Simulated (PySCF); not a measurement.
# Correlation energy of Dy⁺ (dysprosium, charge +1)

[Xe] 4f10 5d1, one real determinant (an excited configuration). All numbers are calculated (PySCF 2.14, the spin-free X2C one-electron Hamiltonian (Gaussian nucleus), in ANO-RCC-VTZP). Frozen: [Ar] 3d10; 37 electrons correlated.

MP2 pair energies summed by pair of shells (mhartree):

| pair | energy | share (%) |
| --- | --- | --- |
| 4f-4f | -373.21 | 23.8 |
| 4d-4f | -302.88 | 19.3 |
| 4f-5p | -249.87 | 16.0 |
| 5p-5p | -118.65 | 7.6 |
| 4d-4d | -97.03 | 6.2 |
| 4d-5p | -68.60 | 4.4 |
| 4p-4f | -68.31 | 4.4 |
| 4f-5s | -59.06 | 3.8 |
| 4p-4d | -56.29 | 3.6 |
| 5s-5p | -35.16 | 2.2 |
| 4d-5s | -24.26 | 1.5 |
| 5p-5d | -23.58 | 1.5 |
| 4f-5d | -16.58 | 1.1 |
| 4p-4p | -13.86 | 0.9 |
| 4s-4f | -12.70 | 0.8 |
| 4s-4d | -10.68 | 0.7 |
| 4p-5p | -8.64 | 0.6 |
| 4s-4p | -6.53 | 0.4 |
| 5s-5s | -6.35 | 0.4 |
| 4p-5s | -4.41 | 0.3 |
| 5s-5d | -3.10 | 0.2 |
| 4d-5d | -2.67 | 0.2 |
| 4s-4s | -1.11 | 0.1 |
| 4s-5p | -1.09 | 0.1 |
| 4s-5s | -0.40 | 0.0 |
| 4p-5d | -0.31 | 0.0 |
| 4s-5d | -0.04 | 0.0 |

Total MP2 correlation energy: -1565.4 mhartree.

Same-spin part -605.15 and opposite-spin part -960.21 mhartree; SCS-MP2 scales them by 1/3 and 6/5 to -1354.0 mhartree.

The reference is one real determinant that mixes LS terms of this configuration.
